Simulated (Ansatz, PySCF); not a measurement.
Al(Cl)(I)(OMe) (CH3AlClIO), SMILES C[O][Al]([Cl])[I]. Atoms are numbered in the order given.

```xyz
8

Al    -0.3892    -1.0218    -0.0895
Cl    -0.6231    -2.0412     1.7184
I      0.4515     1.2967    -0.1470
O     -0.7883    -1.8207    -1.5131
C     -0.8100    -1.5903    -2.8953
H     -0.1634    -2.3204    -3.4122
H     -1.8356    -1.7132    -3.2847
H     -0.4616    -0.5752    -3.1610
```
Charge 0, spin multiplicity 1.

Geometry optimised at B3LYP-D3(BJ)/def2-SVP. The structure was generated by enumeration; whether it is a known compound was not checked. The def2 effective core potentials stand for the cores of I; spin–orbit coupling is left out. Other conformers were not sampled.

Two levels are set side by side: PBE-D3(BJ)/def2-SVP (Ansatz, an electronic-structure program) and B3LYP-D3(BJ)/def2-SVP (Ansatz). Each level has its own optimised geometry; the coordinates shown are those of the second. Frequencies come from the Hessian of PySCF at each geometry. Differences are taken from unrounded values.

```tsv
quantity	B3LYP-D3(BJ)	PBE-D3(BJ)	PBE-D3(BJ) minus B3LYP-D3(BJ)
mean bond length (Å)	1.564	1.573	0.009
bond Al1–Cl2 (Å)	2.089	2.096	0.008
bond Al1–I3 (Å)	2.467	2.471	0.004
bond Al1–O4 (Å)	1.681	1.698	0.018
bond O4–C5 (Å)	1.401	1.407	0.005
bond C5–H6 (Å)	1.104	1.112	0.008
bond C5–H7 (Å)	1.104	1.112	0.008
bond C5–H8 (Å)	1.106	1.114	0.009
highest harmonic wavenumber (cm⁻¹)	3081	3016	-65
mean harmonic wavenumber (cm⁻¹)	1089	1059	-30
zero-point energy (kcal/mol)	28.03	27.26	-0.77
```

GGA bonds tend to be longer and softer than those of functionals with exact exchange. Differences between two approximate levels are no errors against the true value.
